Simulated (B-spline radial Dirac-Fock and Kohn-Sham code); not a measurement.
## X-ray scattering factor of Bi³²⁺

System: the Bi³²⁺ ion, configuration [Kr] 4d10 4f5.

Calculated with an atomic code on a B-spline grid, using Dirac-Fock densities. f₀ is the Fourier transform of the spherical electron density, S the Waller-Hartree incoherent function, and s = sin θ/λ.

```
s (Å⁻¹)      f₀       S
      0  51.000   0.000
   0.08  50.794   0.156
    0.1  50.679   0.242
   0.12  50.539   0.348
   0.14  50.374   0.472
   0.17  50.081   0.691
   0.21  49.608   1.044
   0.26  48.891   1.574
   0.31  48.042   2.194
   0.38  46.656   3.193
   0.46  44.830   4.480
   0.55  42.540   6.055
   0.67  39.243   8.258
   0.81  35.284  10.832
   0.99  30.424  13.979
    1.2  25.543  17.318
   1.45  21.142  20.861
   1.76  17.569  24.708
   2.13  14.973  28.566
   2.58  12.708  32.239
   3.13  10.231  35.552
    3.8   7.741  38.498
    4.6   5.899  41.098
```

f₀ starts at the number of electrons, 51, and has fallen to half at s ≈ 1.20 Å⁻¹. The sum of ⟨r²⟩ over the electrons is 4.374 bohr².
